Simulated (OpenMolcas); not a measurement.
## Ag4+: CASPT2 settings compared

| Property | Result |
| --- | --- |
| Program | OpenMolcas |
| Basis | ANO-R2 [7s5p4d2f1g] |
| Scalar Hamiltonian | X2C, finite nucleus |
| Active space | 7 electrons in 5 orbitals (4d) |
| State averaging | 2S+1 = 4 even, 10 roots; 2S+1 = 2 even, 28 roots kept (CI in the orbitals of an earlier block) |
| Spin-orbit coupling | RASSI with atomic mean-field integrals over the reference wave functions, term energies averaged over their components |

Methods on the same reference wave functions:
A. CASSCF
B. SS-CASPT2, IPEA 0.75 Eh, imaginary shift 0.15 Eh (closed shells correlated: none)
C. SS-CASPT2, IPEA 0.1 Eh, no level shift (closed shells correlated: 3d 4s 4p)
D. XMS-CASPT2, IPEA 0 Eh, imaginary shift 0.15 Eh (closed shells correlated: none)

Energies in cm⁻¹ above 4d⁷ ⁴F_9/2, the measured ground level; measured values from the list in Gamrath, thesis, University of Mons (2023).

```
            Level      A      B      C      D  Measured
       4d⁷ ⁴F_9/2    0.0    0.0    0.0    0.0       0.0
       4d⁷ ⁴F_7/2   3488   3500   3550   3510      3690
       4d⁷ ⁴F_5/2   5663   5620   5660   5620      5816
       4d⁷ ⁴F_3/2   6957   6860   6860   6840      7097
4d⁷ ⁴P_3/2 [73 %]  18403  15810  14590  15110     14204
       4d⁷ ⁴P_5/2  18816  15770  14920  15360     14899
       4d⁷ ²G_9/2  19430  18870  16710  18630     16875
       4d⁷ ⁴P_1/2  20877  18000  17010  17480     17067
       4d⁷ ²G_7/2  23074  22530  20380  22230     20442
      4d⁷ ²H_11/2  25842  25090  22480  25180     22532
       4d⁷ ²D_5/2  28502  25570  24250  25170     24361
       4d⁷ ²P_1/2  29138  27960  25520  26250     24599
       4d⁷ ²H_9/2  29371  28650  26100  28690     26368
```

Deviations, from unrounded energies. A percentage is the sum of absolute deviations over the sum of measured energies, with the sign that they share, or ± where signs differ.

```csv
Against measurement,Levels,A,B,C,D
mean absolute deviation (cm-1),12,2700,1500,210,1100
fine structure of the ground term (%),3,-3.0,-3.8,-3.2,-3.8
other terms of the ground configuration (%),9,+17.7,+9.3,±1.1,+7.0
```

C lies closest to measurement on these levels and A furthest from it. The largest miss of C in the table is 4d⁷ ²P_1/2, by +920 cm-1. The ranking rests on the paired levels alone, and a cruder setting can come out closer through cancelling errors.

Among B to D the level of the table that moves most is 4d⁷ ²H_11/2, by 2700 cm-1 (lowest in C, highest in D). Moves below CASPT2's spread within the term are not significant.

From A to B the spin-free energies of the other terms of 4d⁷ shown, above ⁴F, scale by factors of 0.81 to 0.97, as is usual when dynamic correlation screens the repulsion within a d or f shell.

The lowest spin-free term lies below A's lowest term by 0.157 hartree in B, 0.519 hartree in C, 0.169 hartree in D.

Term energies are means over components that CASPT2 splits; among the terms shown or strongly mixed into the levels shown the widest spread is 820 cm-1 (4d⁷ ⁴F, C). Terms from blocks run as CI alone lack orbitals of their own. The CASPT2 spread within a term exceeds the gap to the next term for 4d⁷ ²P and 4d⁷ ²H, 4d⁷ ²H and 4d⁷ ²D, so the order of their levels is uncertain (figures for B; the like holds for C). Without dynamic correlation excited terms often stand tens of per cent too high (terms of higher spin than the ground term too low), and those without a measured partner can miss by more than the paired ones (holds for A). Some levels mix across a computed gap that differs much from the measured one, so their mixing is not that of the real levels (holds for B). Measured partners are found by configuration, term and J. A level has none where our copy of the source lacks it or the pairing is in doubt (some pairs that miss far off the trend of their configuration count as doubtful), and it then counts in no deviation. Levels of configurations outside the active space are missing. Levels that lie high or do not pair safely by name in every column are left out.

A share in square brackets marks a mixed level and gives the weight of the term that names it, the lowest over the columns.
